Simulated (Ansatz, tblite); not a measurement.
Forces on the cluster Al3O3⁺ at its r2SCAN-D4/def2-SVP geometry. Total charge 1; singlet.

The xTB rows come from tblite. The structure holds 2 bond(s) between oxygen atoms. Another isomer (singlet) lies 8.22 eV lower at PBE0-D4/def2-TZVP; other spin states weren't run for this one.

GFN1-xTB (tblite), largest force 1.84 eV/Å:

```xyz
6
positions Å, forces eV/Å
Al    2.325    0.820    1.682   -0.080   -0.001   -0.103
Al   -0.603   -1.415    0.958    0.101    0.221   -0.160
Al   -2.014    0.041   -2.202    0.108    0.032    0.066
O     0.316    0.652   -0.484   -0.650   -1.395    1.010
O     0.808    0.099    0.757    0.611    0.636   -0.094
O    -0.832   -0.196   -0.711   -0.091    0.507   -0.719
```

GFN2-xTB (tblite), largest force 1.47 eV/Å:

```
Al -1.169 -0.639 -0.618
Al 0.281 0.655 -0.445
Al 0.836 -0.279 1.176
O -0.215 -0.470 0.336
O 0.686 0.466 0.270
O -0.420 0.268 -0.718
```

PBE-D4/def2-TZVP (Ansatz), largest force 0.53 eV/Å:

```
Al 0.018 -0.006 0.028
Al -0.113 -0.257 0.176
Al -0.027 -0.014 -0.012
O 0.149 0.317 -0.229
O 0.376 0.051 0.366
O -0.403 -0.091 -0.329
```
